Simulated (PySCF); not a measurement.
Predicted microwave data (PBE0/pcSseg-1 in PySCF (dipole) on a GFN2-xTB geometry, gas phase) for one isomer of C4H14Si3:

| Property | Result |
| --- | --- |
| Rotational constants | A = 3449, B = 658.8, C = 605.5 MHz |
| Dipole components | \|μa\| = 0.98 D, \|μb\| = 0.70 D, \|μc\| = 0.37 D |
| Inertial defect | -78.97 u·Å² |
| κ | -0.96 |

**Question.** Which structure is it? (One computed conformer of each.)
A. `[SiH3:1][CH2:2][C@H:3]1[CH2:4][SiH2:5][CH2:6][SiH2:7]1` with Si1–C2–C3–C4 168°, C2–C3–C4–Si5 170°, C3–C4–Si5–C6 -33°, C4–Si5–C6–Si7 9°, Si5–C6–Si7–C3 11°
B. `[CH3:1][Si@@H:2]1[CH2:3][C@H:4]([CH2:5][SiH3:6])[SiH2:7]1` with C3–C4–C5–Si6 174°, C1–Si2–C3–C4 -134°, Si2–C3–C4–C5 145°, C3–C4–Si7–Si2 -14°, C1–Si2–Si7–C4 123°
C. `[CH3:1][SiH2:2][CH2:3][C@@H:4]1[CH2:5][SiH2:6][SiH2:7]1` with C1–Si2–C3–C4 -53°, Si2–C3–C4–C5 -62°, C3–C4–C5–Si6 -142°, C4–C5–Si6–Si7 13°, C5–Si6–Si7–C4 -11°, C3–C4–Si7–Si6 137°
D. `[CH3:1]/[CH:2]=[CH:3]\[SiH2:4][Si@H:5]([CH3:6])[SiH3:7]` with C2–C3–Si4–Si5 -70°, C3–Si4–Si5–C6 99°

**Answer.** B. It is C[Si@@H]1C[C@H](C[SiH3])[SiH2]1, a near-prolate asymmetric top, point group C1. The candidates at the same level (rigid rotor, commonest isotopes):

| SMILES | A (MHz) | B (MHz) | C (MHz) | μa (D) | μb (D) | μc (D) | Δ (u·Å²) | point group | rotor |
| --- | --- | --- | --- | --- | --- | --- | --- | --- | --- |
| C[SiH2]C[C@@H]1C[SiH2][SiH2]1 | 2756 | 690.6 | 630.9 | 0.00 | 0.09 | 0.43 | -114.21 | C1 | near-prolate asymmetric top |
| [SiH3]C[C@H]1C[SiH2]C[SiH2]1 | 2944 | 767.4 | 648.9 | 0.43 | 0.34 | 0.21 | -51.39 | C1 | asymmetric top |
| C[Si@@H]1C[C@H](C[SiH3])[SiH2]1 | 3449 | 658.8 | 605.5 | 0.98 | 0.70 | 0.37 | -78.97 | C1 | near-prolate asymmetric top |
| C/C=C\[SiH2][Si@H](C)[SiH3] | 1533 | 897.2 | 824.0 | 0.43 | 0.26 | 1.13 | -279.71 | C1 | asymmetric top |

`C/C=C\[SiH2][Si@H](C)[SiH3]` has A 56 % too low; `[SiH3]C[C@H]1C[SiH2]C[SiH2]1` has B 16 % too high; `C[SiH2]C[C@@H]1C[SiH2][SiH2]1` has A 20 % too low. No structure here is proved a minimum.
